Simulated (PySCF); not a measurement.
**Broadened absorption spectrum of C7H6N2S**

C7H6N2S.
SMILES: `c1(csnc1)[C@@H](C#N)C=C`

Method: TDDFT PBE0/def2-SVPD, vertical, gas phase, core orbitals frozen in the response (PySCF 2.14.0, density-fitted response routines). Isolated species at its PBE0-D3(BJ)/def2-SVP geometry (one conformer only). Torsions of this conformer, `[CH2:1]=[CH:2][C@H:3]([C:4]#[N:5])[c:6]1[cH:7][n:8][s:9][cH:10]1`: C1–C2–C3–C4 -119°, C2–C3–C6–C7 -58°.

Computed states:

```csv
state,E (eV),f
S1,5.47,0.170
S2,5.62,0.0032
S3,6.08,0.0036
S4,6.16,0.024
S5,6.29,0.0091
S6,6.36,0.025
```

Broadening: Gaussians 0.5 eV wide at half height, area fixed by f = 4.319×10⁻⁹ ∫ε dν̃. The width is an assumption, not a result. The curve ends short of the highest state used, and states not computed would add to its high-energy end.

Q: Give the broadened spectrum and its maxima.

A: 
| E (eV) | ε (L mol⁻¹ cm⁻¹) |
| --- | --- |
| 4.72 | 17 |
| 4.77 | 38 |
| 4.81 | 69 |
| 4.86 | 140 |
| 4.91 | 270 |
| 4.95 | 437 |
| 5.00 | 761 |
| 5.04 | 1139 |
| 5.09 | 1795 |
| 5.13 | 2481 |
| 5.18 | 3537 |
| 5.22 | 4514 |
| 5.27 | 5827 |
| 5.31 | 6868 |
| 5.36 | 8027 |
| 5.40 | 8740 |
| 5.45 | 9252 |
| 5.49 | 9310 |
| 5.54 | 8936 |
| 5.58 | 8323 |
| 5.63 | 7270 |
| 5.67 | 6302 |
| 5.72 | 5077 |
| 5.76 | 4178 |

Maxima: 226 nm (5.48 eV), ε about 9300, made up of S1 (98%) (ε in L mol⁻¹ cm⁻¹; maxima over ε = 5, shares over 10%).

Q: Coming from long wavelengths, where does ε first pass 100 L mol⁻¹ cm⁻¹?

A: At about 256 nm (4.84 eV), 0.64 eV below S1.

Q: On this curve, what absorbance would a 10⁻³ mol/L sample give at 222 nm over a 1 cm path?

A: 222 nm is 5.585 eV, where ε is about 8200 L mol⁻¹ cm⁻¹, so A = ε c l ≈ 8.2 (Beer–Lambert, with the gas-phase spectrum and the assumed width).

Q: Does any computed singlet lie in the visible range?

A: No computed singlet lies in the visible range (380 to 750 nm); the lowest, at 226 nm, stands 2.21 eV above its violet end (3.26 eV).
